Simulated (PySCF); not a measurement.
C₈H₉ (SMILES [CH2]c1ccc(C)cc1), doublet, at a GFN2-xTB geometry; PBE0/3-21G (PySCF).

Input for PySCF:
```python
from pyscf import gto, scf, dft

mol = gto.Mole()
mol.atom = '''
    C    -2.869408    0.042310    0.040617
    C    -1.492512    0.020592    0.020773
    C    -0.769645   -1.106707   -0.461222
    C     0.600658   -1.118688   -0.475564
    C     1.340453   -0.025817   -0.017688
    C     2.835238   -0.032406   -0.041107
    C     0.647178    1.092595    0.459240
    C    -0.720871    1.125180    0.482119
    H    -3.445488   -0.795211   -0.309252
    H    -3.408646    0.897411    0.406291
    H    -1.326373   -1.960903   -0.818214
    H     1.124434   -1.989050   -0.846878
    H     3.218581   -1.015796   -0.301974
    H     3.235225    0.254778    0.930862
    H     3.204609    0.686821   -0.773552
    H     1.211747    1.943511    0.815429
    H    -1.240641    1.996089    0.854286
'''
mol.basis = '3-21g'
mol.charge = 0
mol.spin = 1
mol.verbose = 4
mol.build()

mf = dft.UKS(mol)
mf.xc = 'pbe0'
mf.kernel()
mf.analyze()
```

What the program printed (banner, timings and long lists left out):

```
PySCF version 2.14.0

[INPUT] verbose = 4
[INPUT] num. atoms = 17
[INPUT] num. electrons = 57
[INPUT] charge = 0
[INPUT] spin (= nelec alpha-beta = 2S) = 1
[INPUT] symmetry False subgroup None
[INPUT] Mole.unit = angstrom
[INPUT] Symbol           X                Y                Z      unit          X                Y                Z       unit  Magmom
[...]
nuclear repulsion = 332.608935688975
number of shells = 58
number of NR pGTOs = 147
number of NR cGTOs = 90
basis = 3-21g
ecp = {}

******** <class 'pyscf.dft.uks.UKS'> ********
method = UKS
initial guess = minao
damping factor = 0
level_shift factor = 0
DIIS = <class 'pyscf.scf.diis.CDIIS'>
diis_start_cycle = 1
diis_space = 8
diis_damp = 0
SCF conv_tol = 1e-09
SCF conv_tol_grad = None
SCF max_cycles = 50
direct_scf = True
direct_scf_tol = 1e-13
number electrons alpha = 29  beta = 28
XC library pyscf.dft.libxc version 7.1.2
    S. Lehtola, C. Steigemann, M. J. T. Oliveira, and M. A. L. Marques,  SoftwareX 7, 1–5 (2018)
XC functionals = pbe0
    C. Adamo and V. Barone,  J. Chem. Phys. 110, 6158 (1999)
    M. Ernzerhof and G. E. Scuseria,  J. Chem. Phys. 110, 5029 (1999)
radial grids:
    Treutler-Ahlrichs [JCP 102, 346 (1995); DOI:10.1063/1.469408] (M4) radial grids

becke partition: Becke, JCP 88, 2547 (1988); DOI:10.1063/1.454033
pruning grids: <function nwchem_prune>
grids dens level: 3
symmetrized grids: False
atomic radii adjust function: <function treutler_atomic_radii_adjust>
small_rho_cutoff = 0
Set gradient conv threshold to 3.16228e-05
tot grids = 201216
init E= -309.284006111956

cycle= 1 E= -308.12203272009  delta_E= 1.16  |g|= 0.211  |ddm|= 3.21
cycle= 2 E= -308.135851246726  delta_E= -0.0138  |g|= 0.167  |ddm|= 0.498
cycle= 3 E= -308.151212146909  delta_E= -0.0154  |g|= 0.0207  |ddm|= 0.215
cycle= 4 E= -308.151724611951  delta_E= -0.000512  |g|= 0.0194  |ddm|= 0.0549
cycle= 5 E= -308.152018998659  delta_E= -0.000294  |g|= 0.00676  |ddm|= 0.0344
cycle= 6 E= -308.152114043505  delta_E= -9.5e-05  |g|= 0.00459  |ddm|= 0.023
cycle= 7 E= -308.152139759636  delta_E= -2.57e-05  |g|= 0.000969  |ddm|= 0.0117
cycle= 8 E= -308.152142738863  delta_E= -2.98e-06  |g|= 0.000764  |ddm|= 0.00369
cycle= 9 E= -308.152143974601  delta_E= -1.24e-06  |g|= 0.000303  |ddm|= 0.00254
cycle= 10 E= -308.152144324035  delta_E= -3.49e-07  |g|= 0.000136  |ddm|= 0.00181
cycle= 11 E= -308.15214434969  delta_E= -2.57e-08  |g|= 6.89e-05  |ddm|= 0.000442
cycle= 12 E= -308.152144354804  delta_E= -5.11e-09  |g|= 2.45e-05  |ddm|= 0.000179
cycle= 13 E= -308.15214435537  delta_E= -5.66e-10  |g|= 1.89e-05  |ddm|= 7e-05
Extra cycle  E= -308.15214435521  delta_E= 1.61e-10  |g|= 2.67e-05  |ddm|= 6.01e-05
converged SCF energy = -308.15214435521  <S^2> = 0.79470608  2S+1 = 2.0442173
**** SCF Summaries ****
Total Energy =                        -308.152144355209657
Nuclear Repulsion Energy =             332.608935688975293
One-electron Energy =                -1072.738043410010505
Two-electron Energy =                  431.976963365825554
Two-electron Coulomb Energy =          478.235127706721244
DFT Exchange-Correlation Energy =      -46.258164340895718
**** MO energy ****
                             alpha | beta                alpha | beta
[...]
To work with the spin densities directly, `use mulliken_meta_spin()` only printing them here.

 ** Mulliken spin pop alpha/beta on meta-lowdin orthogonal AOs **
 ** Mulliken Spin Density (per AO)  **
spin_pop of  0 C 1s       -0.00001
spin_pop of  0 C 2s        0.03189
spin_pop of  0 C 3s       -0.00020
spin_pop of  0 C 2px       0.01673
spin_pop of  0 C 2py       0.11245
spin_pop of  0 C 2pz       0.54658
spin_pop of  0 C 3px      -0.00028
spin_pop of  0 C 3py       0.00054
spin_pop of  0 C 3pz       0.00394
spin_pop of  1 C 1s        0.00000
spin_pop of  1 C 2s       -0.01360
spin_pop of  1 C 3s        0.00014
spin_pop of  1 C 2px      -0.01654
spin_pop of  1 C 2py      -0.02795
spin_pop of  1 C 2pz      -0.10854
spin_pop of  1 C 3px       0.00010
spin_pop of  1 C 3py       0.00008
spin_pop of  1 C 3pz      -0.00016
spin_pop of  2 C 1s       -0.00000
spin_pop of  2 C 2s        0.01249
spin_pop of  2 C 3s       -0.00012
spin_pop of  2 C 2px       0.00767
spin_pop of  2 C 2py       0.04032
spin_pop of  2 C 2pz       0.18806
spin_pop of  2 C 3px      -0.00008
spin_pop of  2 C 3py       0.00010
spin_pop of  2 C 3pz       0.00102
spin_pop of  3 C 1s        0.00000
spin_pop of  3 C 2s       -0.00828
spin_pop of  3 C 3s        0.00008
spin_pop of  3 C 2px      -0.00814
spin_pop of  3 C 2py      -0.02082
spin_pop of  3 C 2pz      -0.08731
spin_pop of  3 C 3px       0.00011
spin_pop of  3 C 3py       0.00000
spin_pop of  3 C 3pz      -0.00035
spin_pop of  4 C 1s       -0.00000
spin_pop of  4 C 2s        0.01322
spin_pop of  4 C 3s       -0.00012
spin_pop of  4 C 2px       0.00704
spin_pop of  4 C 2py       0.04269
spin_pop of  4 C 2pz       0.20149
spin_pop of  4 C 3px      -0.00005
spin_pop of  4 C 3py       0.00010
spin_pop of  4 C 3pz       0.00112
spin_pop of  5 C 1s        0.00000
spin_pop of  5 C 2s       -0.00266
spin_pop of  5 C 3s        0.00001
spin_pop of  5 C 2px      -0.00816
spin_pop of  5 C 2py      -0.00205
spin_pop of  5 C 2pz      -0.00376
spin_pop of  5 C 3px       0.00011
spin_pop of  5 C 3py       0.00005
spin_pop of  5 C 3pz       0.00012
spin_pop of  6 C 1s        0.00000
spin_pop of  6 C 2s       -0.00820
spin_pop of  6 C 3s        0.00008
spin_pop of  6 C 2px      -0.00772
spin_pop of  6 C 2py      -0.02120
spin_pop of  6 C 2pz      -0.08775
spin_pop of  6 C 3px       0.00011
spin_pop of  6 C 3py       0.00001
spin_pop of  6 C 3pz      -0.00035
spin_pop of  7 C 1s       -0.00000
spin_pop of  7 C 2s        0.01189
spin_pop of  7 C 3s       -0.00011
spin_pop of  7 C 2px       0.00748
spin_pop of  7 C 2py       0.03807
spin_pop of  7 C 2pz       0.17700
spin_pop of  7 C 3px      -0.00007
spin_pop of  7 C 3py       0.00009
spin_pop of  7 C 3pz       0.00093
spin_pop of  8 H 1s       -0.02327
spin_pop of  8 H 2s        0.00024
spin_pop of  9 H 1s       -0.02328
spin_pop of  9 H 2s        0.00024
spin_pop of  10 H 1s       -0.00908
spin_pop of  10 H 2s        0.00008
spin_pop of  11 H 1s        0.00443
spin_pop of  11 H 2s       -0.00004
spin_pop of  12 H 1s        0.00102
spin_pop of  12 H 2s       -0.00000
spin_pop of  13 H 1s        0.01011
spin_pop of  13 H 2s        0.00001
spin_pop of  14 H 1s        0.01434
spin_pop of  14 H 2s        0.00003
spin_pop of  15 H 1s        0.00444
spin_pop of  15 H 2s       -0.00004
spin_pop of  16 H 1s       -0.00861
spin_pop of  16 H 2s        0.00008
 ** Mulliken Spin Density (per atom)  **
spin density of  0 C =      0.71164
spin density of  1 C =     -0.16647
spin density of  2 C =      0.24946
spin density of  3 C =     -0.12469
spin density of  4 C =      0.26547
spin density of  5 C =     -0.01634
spin density of  6 C =     -0.12501
spin density of  7 C =      0.23527
spin density of  8 H =     -0.02303
spin density of  9 H =     -0.02304
spin density of  10 H =     -0.00900
spin density of  11 H =      0.00438
spin density of  12 H =      0.00102
spin density of  13 H =      0.01013
spin density of  14 H =      0.01436
spin density of  15 H =      0.00439
spin density of  16 H =     -0.00853
 ** Mulliken pop alpha/beta on meta-lowdin orthogonal AOs **
 ** Mulliken pop       alpha | beta **
In total            29.00000 | 28.00000
 ** Mulliken atomic charges   ( Nelec_alpha | Nelec_beta ) **
charge of  0C =     -0.23127  (     3.47145      2.75982 )
charge of  1C =     -0.00065  (     2.91709      3.08356 )
charge of  2C =     -0.11082  (     3.18014      2.93068 )
charge of  3C =     -0.12082  (     2.99806      3.12275 )
charge of  4C =      0.01257  (     3.12645      2.86098 )
charge of  5C =     -0.31147  (     3.14757      3.16391 )
charge of  6C =     -0.12214  (     2.99856      3.12358 )
charge of  7C =     -0.10976  (     3.17251      2.93725 )
charge of  8H =      0.10963  (     0.43367      0.45670 )
charge of  9H =      0.10954  (     0.43371      0.45675 )
charge of  10H =      0.10950  (     0.44075      0.44975 )
charge of  11H =      0.10830  (     0.44804      0.44366 )
charge of  12H =      0.10842  (     0.44630      0.44528 )
charge of  13H =      0.11433  (     0.44790      0.43777 )
charge of  14H =      0.11669  (     0.44883      0.43447 )
charge of  15H =      0.10847  (     0.44796      0.44357 )
charge of  16H =      0.10949  (     0.44099      0.44952 )
Dipole moment(X, Y, Z, Debye):  0.54983,  0.05715, -0.01012
```
